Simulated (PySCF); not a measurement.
**Ionising HgC**

PBE0; basis Hg def2-SVP with ECP60, C def2-SVP; scalar-relativistic core potentials; PySCF 2.14. Neutral (UKS): triplet (π ↑↑), Re = 2.189 Å, ωe = 353 cm⁻¹, De = 0.69 eV, HOMO -6.64 eV, LUMO -3.10 eV.

HgC⁺ (UKS): doublet (π ↑), Re = 2.172 Å, ωe = 404 cm⁻¹, De = 1.89 eV to Hg⁺ + C. The energies at the minima are -191.29617 hartree for HgC and -190.96659 for HgC⁺.

**Question.** Work out the adiabatic ionisation energy, without and with harmonic zero-point energies (1 hartree = 27.2114 eV, 1 eV = 8065.5 cm⁻¹), and the change of the bond length.

**Answer.** At PBE0: 0.32958 hartree = 8.968 eV between the minima; the zero-point term (404.0 − 353.0)/2 cm⁻¹ = +0.003 eV makes it 8.971 eV. Re changes by -1.7 pm against the neutral. The electron leaves a π orbital, and the small change of length marks it as nearly non-bonding.

Spin–orbit coupling is left out, which matters for elements this heavy, above all for dissociation energies. For an ion De counts to the pair picked by the measured ionisation energies or electron affinities, which need not be the lowest pair at this level. States were picked by a PBE0 search and need not be the measured ground states.
